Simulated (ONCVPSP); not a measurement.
u(r) = r·R(r): atom against pseudo-atom (H (Z = 1))

Columns: radius, all-electron u(r) and pseudo u(r) of the 1s shell (level -6.49 eV) of hydrogen in the configuration 1s1; PBE, scalar-relativistic, ONCV scheme, ONCVPSP 4.0.1.

| r (bohr) | all-electron | pseudo |
| --- | --- | --- |
| 0.038 | 0.0702 | 0.0604 |
| 0.075 | 0.1335 | 0.1184 |
| 0.113 | 0.1935 | 0.1762 |
| 0.150 | 0.2473 | 0.2304 |
| 0.188 | 0.2982 | 0.2834 |
| 0.225 | 0.3436 | 0.3323 |
| 0.263 | 0.3864 | 0.3794 |
| 0.300 | 0.4244 | 0.4220 |
| 0.338 | 0.4601 | 0.4619 |
| 0.375 | 0.4916 | 0.4968 |
| 0.413 | 0.5209 | 0.5281 |
| 0.450 | 0.5468 | 0.5544 |
| 0.488 | 0.5706 | 0.5773 |
| 0.525 | 0.5914 | 0.5965 |
| 0.563 | 0.6104 | 0.6137 |
| 0.600 | 0.6269 | 0.6285 |
| 0.638 | 0.6417 | 0.6423 |
| 0.675 | 0.6543 | 0.6544 |
| 0.713 | 0.6654 | 0.6654 |
| 0.750 | 0.6747 | 0.6747 |
| 0.788 | 0.6827 | 0.6827 |
| 0.825 | 0.6891 | 0.6891 |
| 0.863 | 0.6943 | 0.6943 |
| 0.900 | 0.6982 | 0.6982 |
| 0.938 | 0.7011 | 0.7011 |
| 0.975 | 0.7028 | 0.7028 |

Question: How many radial nodes do the two functions have?

Answer: The all-electron 1s function has n − l − 1 = 0; the pseudo-wave has 0.

Question: At about which radius was the pseudo-wave matched?

Answer: 0.75 bohr. The columns agree to 0.0005 from 0.68 bohr on; several derivatives are matched, so the curves merge somewhat inside the radius.

Question: Is the pseudo-wave norm-conserving?

Answer: Yes: the ONCV scheme keeps the norm inside the radius equal to the all-electron one, which fixes the energy derivative of the logarithmic derivative at the level.
